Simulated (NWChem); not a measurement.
A series in which one site is exchanged, each optimised at PBE0/def2-SVP with NWChem, gas phase unless a solvent is named. Some are not confirmed as minima by frequencies. def2 effective core potentials on Te, I; no spin-orbit coupling.

A: [SiH3][TeH] (SiH₄Te; site = H)
B: [SiH3][Te]Br (SiH3TeBr; site = Br)
C: [SiH3][Te]Cl (SiH₃TeCl; site = Cl)
D: [SiH3][Te]I (SiH3TeI; site = I)

Problem. Rank them by vertical ionisation energy, ΔSCF, PBE/def2-SVP (eV), lowest first.

Solution. D (8.08), B (8.27), C (8.38), A (8.56)
